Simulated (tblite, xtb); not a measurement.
CHO2 (SMILES O=C=[OH+]), charge +1, singlet, at a GFN2-xTB geometry. Base run: GFN1-xTB (xtb).

xtb was given this input:
```
$ xtb mol.xyz --gfn 1 --chrg 1 --json

# file mol.xyz
4

C     -0.00695796     0.00985104    -0.11037218
O     -0.02341240    -0.02147629     1.07634088
O      0.09771270    -0.03387449    -1.21876599
H     -0.55265466     0.38369998     1.80163397
```

Programs used: tblite, xtb; a row that names a program was run with it.

Each row names what was changed in the base input (with any setting that the change needs).

| change | ΔE vs base (kJ/mol) | HOMO-LUMO gap (eV) | G_solv (kcal/mol) | SCF cycles |
|---|---|---|---|---|
| base | 0.00 | 9.04 | - | 10 |
| acc = 30 | 0.00 | 9.04 | - | 8 |
| program = tblite; method = gfn1; option = (--etemp, 2000) | 0.00 | - | - | - |
| acc = 1000 | 0.03 | 9.05 | - | 6 |
| program = tblite; method = gfn1; option = --grad | 0.00 | - | - | - |
| gbsa = thf | -286.1 | 9.04 | -69.62 | 10 |
| alpb = thf | -265.0 | 9.04 | -64.61 | 10 |
| program = tblite; method = gfn1 | 0.00 | - | - | - |
| etemp = 10000 | -2.99 | 9.05 | - | 10 |
| gbsa = chcl3 | -253.0 | 9.02 | -61.09 | 10 |
| etemp = 3000 | 0.00 | 9.04 | - | 10 |
| acc = 0.0001 | 0.00 | 9.04 | - | 12 |

ALPB and GBSA are two models with their own fitted parameters for each solvent, which aren't always the measured dielectric constant.
